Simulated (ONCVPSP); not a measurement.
## Zr (Z = 40): ONCV pseudisation with PBE, scalar-relativistic reference atom.

```json
{"Element": "Zr", "Generator": "ONCVPSP 4.0.1", "Type": "optimised norm-conserving Vanderbilt (ONCV)", "Functional": "PBE", "Relativity": "scalar-relativistic", "Frozen core": "[Ar] 3d10 4s2", "Valence charge": "10", "Reference configuration": "4p6 4d2.5 5s1.5", "Partial waves": "5s: rc 2.55 bohr, ncon 3, nbas 8, qcut 3.2 1/bohr, 1 projector; 4p: rc 1.30 bohr, ncon 3, nbas 8, qcut 6.5 1/bohr, 2 projectors, debl 3.6 Ha; 4d: rc 2.05 bohr, ncon 4, nbas 8, qcut 4.9 1/bohr, 2 projectors, debl 0.3 Ha", "Local potential": "polynomial inside 1.00 bohr (lpopt 5, dvloc0 0 Ha)", "Core correction": "Teter function, fcfact 3.5, rcfact 1.1"}
```

All-electron outer shells of the reference configuration (PBE, scalar-relativistic, ld1.x):

| shell | level (eV) | outermost node (bohr) | outermost maximum (bohr) |
| --- | --- | --- | --- |
| 4s | -53.38 | 0.55 | 1.08 |
| 4p | -31.41 | 0.56 | 1.17 |
| 5s | -4.12 | 1.47 | 3.19 |
| 4d | -2.91 | 0.58 | 1.63 |

Task: Does the generator finish with these settings?

Result: Yes, a potential is produced and its reference levels are reproduced.

Task: Estimate the cutoffs (Ha) at which the residual kinetic energy of the hardest occupied pseudo-wave falls to 1 and 0.1 mHa per electron.

Result: 21 Ha and 115 Ha.

Task: Does the potential have ghost states?

Result: Ghosts flagged at negative energy: s at -235.8 eV, s at -1.43 eV; GHOST(+) flagged for d at 293.4 eV. A true bound ghost makes a file unfit for plane-wave use.

Task: Which valence shell sets the plane-wave cutoff?

Result: 4p: 21 Ha for 1 mHa per electron, against 12 Ha for 4d.

4 of 4 tests not solved or not reliable.
